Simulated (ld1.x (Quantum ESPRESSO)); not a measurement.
# Which change was made? (Pb, TM)

- Element: lead
- Generator: ld1.x (Quantum ESPRESSO) 7.5
- Type: norm-conserving Troullier–Martins (Kleinman–Bylander form)
- Functional: PBEsol
- Relativity: scalar-relativistic
- Frozen core: [Xe] 4f14 5d10
- Valence charge: 4
- Reference configuration: 6s2 6p0 (charge +2)
- Partial waves: 6p (bound, empty): rc 1.95 bohr; 6s (bound): rc 1.60 bohr
- Local potential: the s channel
- Core correction: a·sin(br)/r model core, default radius (core density twice the valence density)

Cutoffs, loose and tight: the cutoffs (Ry, on a coarse ladder) from which the occupation-weighted sum of valence levels, in a spherical-Bessel basis at the reference potential, stays within 10 and 1 mRy of its value at 400 Ry. They do not see the model core or the augmentation charge, which bear on the density cutoff. Test errors are all-electron minus pseudo excitation energies from the reference, over the configurations 6s2 6p2; 6s2 6p1; 6s1 6p0; 6s1 6p2; 6s2 6p2.3; 6s1 6p3; 6s2 6p1.5; variants that change the core or the reference have their own tests. The largest error is taken over the tests solved by every variant that gives reliable tests at all, those not shown here included: 6s1 6p0; 6s1 6p2; 6s2 6p1.5; 6s2 6p2; 6s2 6p2.3.

The base gives: outcome: generated; cutoff, loose: 50 Ry; cutoff, tight: 100 Ry; bound ghosts: none; largest test error (meV): -218.

Task: After one change the result is: outcome: generated, misses its reference levels by 0.27 eV; cutoff, loose: 200 Ry; cutoff, tight: over 300 Ry; bound ghosts: p, s (extra level of the local part); largest test error (meV): -381. Which change was it?
A. all radii but the core radius scaled by about 0.76 (s 1.22, p 1.48 bohr)
B. all radii but the core radius scaled by about 0.91 (s 1.46, p 1.78 bohr)
C. all radii but the core radius scaled by about 1.30 (s 2.08, p 2.54 bohr)

Result: A. The others give: all radii but the core radius scaled by about 1.30 (s 2.08, p 2.54 bohr) → outcome: generated; cutoff, loose: 25 Ry; cutoff, tight: 40 Ry; bound ghosts: none; largest test error (meV): -215 | all radii but the core radius scaled by about 0.91 (s 1.46, p 1.78 bohr) → outcome: generated; cutoff, loose: 90 Ry; cutoff, tight: 180 Ry; bound ghosts: p; largest test error (meV): -205.
